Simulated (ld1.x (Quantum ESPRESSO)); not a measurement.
nickel, ultrasoft: configuration errors across variants

```
Element                 : Ni (Z = 28)
Generator               : ld1.x (Quantum ESPRESSO) 7.5
Type                    : ultrasoft
Functional              : PBEsol
Relativity              : scalar-relativistic
Frozen core             : [Ar]
Valence charge          : 10
Reference configuration : 3d9 4s1 4p0
Partial waves           : 4s (bound): rcut 2.05, rcutus 2.60 bohr; 4s channel at 4.5 Ry: rcut 2.05, rcutus 2.60 bohr; 4p (bound, empty): rcut 3.40, rcutus 3.65 bohr; 4p channel at 3.4 Ry: rcut 3.40, rcutus 3.65 bohr; 3d (bound): rcut 1.25, rcutus 1.50 bohr; 3d channel at 1.8 Ry: rcut 1.25, rcutus 1.50 bohr; 4f channel at 0.4 Ry: rcut 2.20, rcutus 3.00 bohr
Local potential         : all-electron potential smoothed inside 1.30 bohr (lloc = -1)
Core correction         : none
Augmentation charge     : PSQ, radius 0.90 bohr
```

All-electron excitation energies from the reference (eV): (1) 3d8 4s2 4p0 1.608; (2) 3d8 4s1 4p0 10.945; (3) 3d8 4s0 4p0 28.206; (4) 3d8 4s0 4p2 11.151; (5) 3d6 4s0 4p0 123.162; (6) 3d7 4s2 4p1 12.187; (7) 3d8 4s1 4p1 6.239.

The overlap operator is not positive definite (basis up to 400 Ry) in “base”, “local potential all-electron potential smoothed inside 1.48 bohr (lloc = -1)”, “local potential all-electron potential smoothed inside 1.92 bohr (lloc = -1)”, “local potential all-electron potential smoothed inside 3.74 bohr (lloc = -1)”. Such files are unfit for use, however small their errors in these radial tests.

Tests that are not counted but printed errors over 1 eV. “local potential all-electron potential smoothed inside 2.98 bohr (lloc = -1)”: 3d6 4s0 4p0 (solver errors, printed error -515 eV). “local potential all-electron potential smoothed inside 3.38 bohr (lloc = -1)”: 3d6 4s0 4p0 (solver errors, printed error -515 eV). “local potential all-electron potential smoothed inside 3.74 bohr (lloc = -1)”: 3d6 4s0 4p0 (solver errors, printed error -515 eV). “local potential all-electron potential smoothed inside 4.08 bohr (lloc = -1)”: 3d6 4s0 4p0 (solver errors, printed error -515 eV).

Errors AE − PS in meV (a dash: test not solved or not reliable):

```csv
change,(1),(2),(3),(4),(5),(6),(7),bound ghosts
base,-140,-150,-138,-160,-1595,-592,-152,not determined (overlap not positive)
local potential all-electron potential smoothed inside 1.48 bohr (lloc = -1),-144,-151,-138,-160,-1597,-614,-154,not determined (overlap not positive)
local potential all-electron potential smoothed inside 1.92 bohr (lloc = -1),-139,-148,-140,-162,-1604,-573,-152,not determined (overlap not positive)
local potential all-electron potential smoothed inside 2.68 bohr (lloc = -1),-150,-165,-175,-186,-1651,-610,-169,none
local potential all-electron potential smoothed inside 2.98 bohr (lloc = -1),-155,-173,-191,-195,–,-619,-175,none
local potential all-electron potential smoothed inside 3.38 bohr (lloc = -1),-159,-183,-213,-205,–,-628,-183,none
local potential all-electron potential smoothed inside 3.74 bohr (lloc = -1),-162,-192,-226,-187,–,-619,-181,not determined (overlap not positive)
local potential all-electron potential smoothed inside 4.08 bohr (lloc = -1),-162,-192,–,-237,–,-642,-195,none
```

Question: Give the same row for: local potential all-electron potential smoothed inside 2.22 bohr (lloc = -1).

Answer: -143, -153, -150, -169, -1622, -589, -157; bound ghosts: none.
